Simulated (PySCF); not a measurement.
AlH₅P₂, SMILES [PH2][AlH][PH2]. Atoms are numbered in the order given.

```xyz
8

Al     0.0180    -0.7976     0.0000
H     -0.0041    -2.3833     0.0000
P     -0.1173     0.3620     1.9972
H      0.8506    -0.4420     2.6652
H      0.7942     1.3872     1.6144
P     -0.1173     0.3620    -1.9972
H      0.7942     1.3872    -1.6144
H      0.8506    -0.4420    -2.6652
```
Charge 0, spin multiplicity 1.

Geometry optimised at ωB97X-D3(BJ)/def2-SVP. One conformer was computed; it need not be the lowest.

These are TDDFT-CAM-B3LYP/def2-SVPD (PySCF) values and carry that method's errors.

Vertical excitations. Gas-phase values at a fixed geometry. State labels are in the subgroup Cs.

| state | symmetry | energy (eV) | λ (nm) | f | main pairs |
|---|---|---|---|---|---|
| S1 | A" | 4.56 | 272 | 0.049 | HOMO→LUMO 94 % |
| S2 | A' | 5.18 | 239 | 0.012 | HOMO−1→LUMO 87 % |
| S3 | A" | 5.64 | 220 | 0.026 | HOMO→LUMO+2 49 %, HOMO→LUMO+1 36 % |
| S4 | A" | 5.91 | 210 | 0.093 | HOMO→LUMO+1 52 %, HOMO→LUMO+2 33 %, HOMO−1→LUMO+3 8 % |
| S5 | A' | 6.14 | 202 | 0.001 | HOMO→LUMO+3 41 %, HOMO−1→LUMO+2 33 %, HOMO→LUMO+5 16 % |
| S6 | A" | 6.32 | 196 | 0.003 | HOMO−2→LUMO 68 %, HOMO→LUMO+4 23 % |
| S7 | A' | 6.32 | 196 | 0.041 | HOMO−1→LUMO+1 46 %, HOMO−3→LUMO 27 %, HOMO→LUMO+3 11 % |
| S8 | A' | 6.56 | 189 | 0.083 | HOMO−3→LUMO 54 %, HOMO−1→LUMO+1 16 %, HOMO→LUMO+3 12 % |
| S9 | A" | 6.65 | 186 | 0.219 | HOMO→LUMO+4 56 %, HOMO−2→LUMO 23 % |
| S10 | A' | 7.07 | 175 | 0.030 | HOMO−1→LUMO+2 28 %, HOMO−1→LUMO+1 19 %, HOMO−1→LUMO+4 19 %, HOMO→LUMO+3 18 % |
| T1 | A" | 3.95 | 314 | 0 | HOMO→LUMO 95 % |
| T2 | A' | 4.51 | 275 | 0 | HOMO−1→LUMO 92 % |
| T3 | A" | 5.22 | 238 | 0 | HOMO→LUMO+2 52 %, HOMO→LUMO+1 24 %, HOMO−1→LUMO+5 9 %, HOMO→LUMO+4 9 % |
| T4 | A' | 5.52 | 225 | 0 | HOMO−1→LUMO+2 41 %, HOMO→LUMO+3 24 %, HOMO→LUMO+5 24 % |
Triplets are in the Tamm–Dancoff approximation, which puts them higher than full response would, so one can lie above its singlet here.
